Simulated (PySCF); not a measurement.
C4H11S (SMILES CC(C)(C)[SH2+]), charge +1, singlet, geometry from GFN2-xTB. Base run: SVWN5/def2-SV(P) (PySCF).

PySCF was given this input:
```python
from pyscf import gto, scf, dft

mol = gto.M(
    atom='''
C    -0.46721230    1.19830070    1.08614094
C    -0.37886662   -0.05533797    0.24787658
C    -0.16551409   -1.30773328    1.06955843
C    -1.51437475   -0.19093952   -0.74278374
S     1.21646759    0.08396989   -0.85362922
H    -1.35914839    1.12926927    1.70743843
H    -0.56717469    2.09550885    0.47895978
H     0.38310971    1.30871766    1.75577105
H    -0.01159147   -2.17993942    0.43853610
H    -1.05549123   -1.48989563    1.66884942
H     0.67604980   -1.21024531    1.75164054
H    -1.37662094   -1.04975865   -1.39553062
H    -1.63379605    0.70219938   -1.35189057
H    -2.44219884   -0.34176636   -0.19434427
H     1.01675679    1.34621071   -1.28554643
H     2.06243045    0.48044166    0.11943077
''',
    basis='def2-sv(p)',
    charge=1,
    verbose=4,
)

mf = dft.RKS(mol)
mf.xc = 'lda,vwn'
mf.kernel()
```

Each row names what was changed in the base input (with any setting that the change needs).

```csv
change,ΔE vs base (mEh),fitting functions
base,0.000,-
auxbasis = even-tempered beta=3.0,-3.389,477
auxbasis = cc-pvdz-jkfit,-0.256,645
auxbasis = cc-pvtz-ri,-14.044,776
auxbasis = even-tempered beta=2.0,-0.610,726
auxbasis = def2-svp-ri,-645.3,408
auxbasis = even-tempered beta=1.6,-0.303,1060
auxbasis = def2-universal-jkfit,-0.116,626
auxbasis = def2-tzvp-ri,-15.062,582
auxbasis = autoaux,-1.688,695
```

A fitting set is made for a task (jfit for Coulomb, jkfit for Coulomb and exchange, ri for correlation) and for a family of orbital bases.
